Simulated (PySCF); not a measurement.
# Electron correlation in Cr (chromium, neutral)

[Ar] 3d4 4s1 5s1, high-spin 7D determinant (an excited configuration). All numbers are calculated (PySCF 2.14, the non-relativistic Hamiltonian (point nucleus), in aug-cc-pVTZ). Frozen: [Ar]; 6 electrons correlated.

```
  level  correlation energy (mhartree)
   CCSD                         -65.71
    (T)                          -1.10
CCSD(T)                         -66.81
```

Diagnostics: T1 = 0.014, D1 = 0.0447, largest double amplitude 0.055.

The outer electron is Rydberg-like, and this basis confines it to a smaller radius and binds it less than a complete one would.

Cost of the coupled-cluster step: roughly 17 core-seconds, for 6 correlated electrons.

Iterations:

```
CC2 = 0
CCSD nocc = (np.int64(6), np.int64(0)), nmo = (84, 84)
frozen orbitals [[0, 1, 2, 3, 4, 5, 6, 7, 8], [0, 1, 2, 3, 4, 5, 6, 7, 8]]
max_cycle = 100
direct = 0
conv_tol = 1e-08
conv_tol_normt = 1e-06
diis_space = 8
diis_start_cycle = 0
Init t2, MP2 energy = -0.0572366509271973
Init E_corr(UCCSD) = -0.0572366509272305
cycle = 1  E_corr(UCCSD) = -0.0634080149682801  dE = -0.00617136404  norm(t1,t2) = 0.0389511
cycle = 2  E_corr(UCCSD) = -0.0647408272678606  dE = -0.0013328123  norm(t1,t2) = 0.0204251
cycle = 3  E_corr(UCCSD) = -0.0658051340349171  dE = -0.00106430677  norm(t1,t2) = 0.0116864
cycle = 4  E_corr(UCCSD) = -0.0656921268287078  dE = 0.000113007206  norm(t1,t2) = 0.00175437
cycle = 5  E_corr(UCCSD) = -0.0657119015639574  dE = -1.97747352e-05  norm(t1,t2) = 0.000790517
cycle = 6  E_corr(UCCSD) = -0.0657122901534666  dE = -3.88589509e-07  norm(t1,t2) = 0.000577045
cycle = 7  E_corr(UCCSD) = -0.0657098480845203  dE = 2.44206895e-06  norm(t1,t2) = 0.000297899
cycle = 8  E_corr(UCCSD) = -0.0657142919718348  dE = -4.44388731e-06  norm(t1,t2) = 0.00012794
cycle = 9  E_corr(UCCSD) = -0.0657137542370703  dE = 5.37734765e-07  norm(t1,t2) = 9.98035e-05
cycle = 10  E_corr(UCCSD) = -0.0657134215240097  dE = 3.32713061e-07  norm(t1,t2) = 0.000182563
cycle = 11  E_corr(UCCSD) = -0.0657125986599107  dE = 8.22864099e-07  norm(t1,t2) = 5.21721e-05
cycle = 12  E_corr(UCCSD) = -0.0657125454151837  dE = 5.3244727e-08  norm(t1,t2) = 3.48133e-05
cycle = 13  E_corr(UCCSD) = -0.0657129696119651  dE = -4.24196781e-07  norm(t1,t2) = 2.40376e-05
cycle = 14  E_corr(UCCSD) = -0.0657129788014754  dE = -9.18951031e-09  norm(t1,t2) = 1.59998e-05
cycle = 15  E_corr(UCCSD) = -0.0657128677406354  dE = 1.1106084e-07  norm(t1,t2) = 7.05418e-06
cycle = 16  E_corr(UCCSD) = -0.0657128158289793  dE = 5.19116561e-08  norm(t1,t2) = 3.61308e-06
cycle = 17  E_corr(UCCSD) = -0.0657128368545221  dE = -2.10255429e-08  norm(t1,t2) = 2.30821e-06
cycle = 18  E_corr(UCCSD) = -0.065712858596715  dE = -2.17421929e-08  norm(t1,t2) = 1.41798e-06
cycle = 19  E_corr(UCCSD) = -0.0657128597334544  dE = -1.13673938e-09  norm(t1,t2) = 2.04261e-06
cycle = 20  E_corr(UCCSD) = -0.06571286352126  dE = -3.7878056e-09  norm(t1,t2) = 1.41481e-06
cycle = 21  E_corr(UCCSD) = -0.0657128626554218  dE = 8.65838193e-10  norm(t1,t2) = 7.35845e-07
UCCSD converged
E(UCCSD) = -1043.251891412172  E_corr = -0.06571286265542177
UCCSD(T) correction = -0.00110233880940284
```
